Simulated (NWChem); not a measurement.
System: C$_{4}$H$_{4}$O$_{2}$; SMILES C(O)(CC#C)=O

Parts of the log:

```
             Northwest Computational Chemistry Package (NWChem) 7.3.0
             --------------------------------------------------------

                             Geometry "geometry" -> ""
                             -------------------------

 Output coordinates in angstroms (scale by  1.889725989 to convert to a.u.)

  No.       Tag          Charge          X              Y              Z
 ---- ---------------- ---------- -------------- -------------- --------------
    1 C                    6.0000     0.27997500    -2.52073300     0.51249000
    2 C                    6.0000    -0.00813200    -1.51101700    -0.08817300
    3 C                    6.0000    -0.37676500    -0.31549900    -0.82884900
    4 C                    6.0000    -0.03538300     1.02132300    -0.19585500
    5 O                    8.0000    -0.59617400     2.04390800    -0.48143700
    6 O                    8.0000     0.97339000     0.95163600     0.67185300
    7 H                    1.0000     0.54138100    -3.41213700     1.05215900
    8 H                    1.0000     0.11881000    -0.31834600    -1.81663500
    9 H                    1.0000    -1.45720600    -0.29364200    -1.03842900
   10 H                    1.0000     1.12212800     1.85438500     0.99449700

 Effective nuclear repulsion energy (a.u.)     205.3691584595

                              NWChem Property Module
                              ----------------------

  itol2e modified to match energy
  convergence criterion.

                                 NWChem DFT Module
                                 -----------------

 Summary of "ao basis" -> "ao basis" (spherical)
 ------------------------------------------------------------------------------
       Tag                 Description            Shells   Functions and Types
 ---------------- ------------------------------  ------  ---------------------
 C                           6-31g*                  6       14   3s2p1d
 O                           6-31g*                  6       14   3s2p1d
 H                           6-31g*                  2        2   2s

  itol2e modified to match energy
  convergence criterion.

[...]

          -----------------------------------------
          Chemical Shielding Tensors (GIAO, in ppm)
          -----------------------------------------

                                NWChem CPHF Module
                                ------------------

  scftype          =     RHF
  nclosed          =       22
  nopen            =        0
  variables        =     1540
  # of vectors     =        3
  tolerance        = 0.10D-03
  level shift      = 0.00D+00
  max iterations   =       50
  max subspace     =       30

 SCF residual:    4.7415986762401179E-005

Iterative solution of linear equations
  No. of variables     1540
  No. of equations        3
  Maximum subspace       30
        Iterations       50
       Convergence  1.0D-04

   iter   nsub   residual    time
   ----  ------  --------  ---------
     1      3    3.97D-01      56.8
     2      6    4.44D-02      61.1
     3      9    1.81D-03      66.0
     4     12    8.70D-05      70.6

      Atom:    1  C
        Diamagnetic
    277.2069     -0.9359      1.7014
     -0.9359    278.2594     -3.0213
      1.7014     -3.0213    280.2122

        Paramagnetic
   -207.1145    -36.6892     21.8490
    -36.6892    -81.6140    -75.3992
     21.8490    -75.3992   -172.7838

        Total Shielding Tensor
     70.0924    -37.6250     23.5503
    -37.6250    196.6454    -78.4205
     23.5503    -78.4205    107.4285

           isotropic =     124.7221
          anisotropy =     192.4428

          Principal Components and Axis System
                 1           2           3
              253.0173     62.4457     58.7032

      1        -0.2357      0.3982      0.8865
      2         0.8392      0.5435     -0.0210
      3        -0.4901      0.7390     -0.4623

      Atom:    2  C
        Diamagnetic
    228.1610    -11.9688      8.8738
    -11.9688    266.6242    -26.4650
      8.8738    -26.4650    242.3391

        Paramagnetic
   -170.9194    -37.4029     22.4809
    -37.4029    -51.7261    -78.8606
     22.4809    -78.8606   -139.3172

        Total Shielding Tensor
     57.2416    -49.3717     31.3547
    -49.3717    214.8981   -105.3257
     31.3547   -105.3257    103.0219

           isotropic =     125.0539
          anisotropy =     251.5228

          Principal Components and Axis System
                 1           2           3
              292.7357     43.2678     39.1581

      1        -0.2410      0.9040     -0.3531
      2         0.8311      0.3801      0.4060
      3        -0.5012      0.1956      0.8429

      Atom:    3  C
        Diamagnetic
    251.9891      1.3774      2.3822
      1.3774    264.2983      2.0706
      2.3822      2.0706    253.3991

        Paramagnetic
    -95.8007      0.7820      7.9285
      0.7820    -78.2816      1.5458
      7.9285      1.5458    -98.5837

        Total Shielding Tensor
    156.1885      2.1594     10.3107
      2.1594    186.0167      3.6164
     10.3107      3.6164    154.8154

           isotropic =     165.6735
          anisotropy =      31.7342

          Principal Components and Axis System
                 1           2           3
              186.8296    165.0564    145.1345

      1         0.1194      0.7246     -0.6788
      2         0.9815     -0.1890     -0.0291
      3         0.1493      0.6628      0.7338

      Atom:    4  C
        Diamagnetic
    248.2233     -5.5038     12.7353
     -5.5038    260.7345      0.3839
     12.7353      0.3839    243.5399

        Paramagnetic
   -218.9703    -24.6132    -73.9480
    -24.6132   -215.1273    -37.6278
    -73.9480    -37.6278   -211.4928

[...]
```

Level: B3LYP/6-31G* (spherical d), GIAO. Structure relaxed at the PBE0/def2-SVP level. The printed shielding anisotropy is the first printed principal value minus the mean of the other two.

Q: Which NWChem input produces such a log?

A: This is not unique; one that fits is the input that was run:
```
start job
memory heap 200 mb stack 900 mb global 1100 mb
geometry units angstroms noautosym nocenter noautoz
  C      0.279975    -2.520733     0.512490
  C     -0.008132    -1.511017    -0.088173
  C     -0.376765    -0.315499    -0.828849
  C     -0.035383     1.021323    -0.195855
  O     -0.596174     2.043908    -0.481437
  O      0.973390     0.951636     0.671853
  H      0.541381    -3.412137     1.052159
  H      0.118810    -0.318346    -1.816635
  H     -1.457206    -0.293642    -1.038429
  H      1.122128     1.854385     0.994497
end
basis spherical
  * library 6-31g*
end
dft
  xc b3lyp
  iterations 150
end
property
  shielding
end
task dft property
```
